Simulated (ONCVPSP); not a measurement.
## Which change was made? (O, ONCV)

```
Element                 : O (Z = 8)
Generator               : ONCVPSP 4.0.1
Type                    : optimised norm-conserving Vanderbilt (ONCV)
Functional              : LDA (Perdew-Zunger)
Relativity              : scalar-relativistic
Frozen core             : [He]
Valence charge          : 6
Reference configuration : 2s2 2p3.75 (charge +0.25)
Partial waves           : 2s: rc 0.75 bohr, ncon 4, nbas 8, qcut 7.8 1/bohr, 1 projector; 2p: rc 1.65 bohr, ncon 4, nbas 8, qcut 10.5 1/bohr, 2 projectors, debl 2.8 Ha; d scattering state at 0.11 Ha: rc 1.60 bohr, ncon 4, nbas 7, qcut 6.8 1/bohr, 2 projectors, debl 4 Ha
Local potential         : polynomial inside 0.55 bohr (lpopt 4, dvloc0 1 Ha)
Core correction         : none
```

Cutoffs, loose and tight: the cutoffs (Ha) at which the residual kinetic energy of the hardest occupied pseudo-wave falls to 1 and 0.1 mHa per electron. They do not see the model core or the augmentation charge, which bear on the density cutoff. Test errors are all-electron minus pseudo excitation energies from the reference, over the configurations 2s2 2p4; 2s2 2p3; 2s2 2p2; 2s0 2p6; variants that change the core or the reference have their own tests.

The base gives: outcome: generated; cutoff, loose: 77 Ha; cutoff, tight: 272 Ha; bound ghosts: none; GHOST(+) flags above zero: d; largest test error (meV): +207.

After one change the result is: outcome: generated; cutoff, loose: 76 Ha; cutoff, tight: 271 Ha; bound ghosts: none; GHOST(+) flags above zero: d; largest test error (meV): +914. Which change was it?
A. s: qcut 8.4
B. s: qcut 7.2; p: qcut 9.7; d: qcut 6.3
C. all radii scaled by about 1.18 (s 0.88, p 1.94, d 1.88 bohr); local potential polynomial inside 0.64 bohr (lpopt 4, dvloc0 1 Ha)
D. reference 2s2 2p4

D. The others give: s: qcut 7.2; p: qcut 9.7; d: qcut 6.3 → outcome: generated; cutoff, loose: 138 Ha; cutoff, tight: 288 Ha; bound ghosts: none; GHOST(+) flags above zero: d; largest test error (meV): +239 | all radii scaled by about 1.18 (s 0.88, p 1.94, d 1.88 bohr); local potential polynomial inside 0.64 bohr (lpopt 4, dvloc0 1 Ha) → outcome: generated; cutoff, loose: 54 Ha; cutoff, tight: 201 Ha; bound ghosts: none; GHOST(+) flags above zero: d; largest test error (meV): +351 | s: qcut 8.4 → outcome: generated; cutoff, loose: 45 Ha; cutoff, tight: 245 Ha; bound ghosts: none; GHOST(+) flags above zero: d; largest test error (meV): +205.
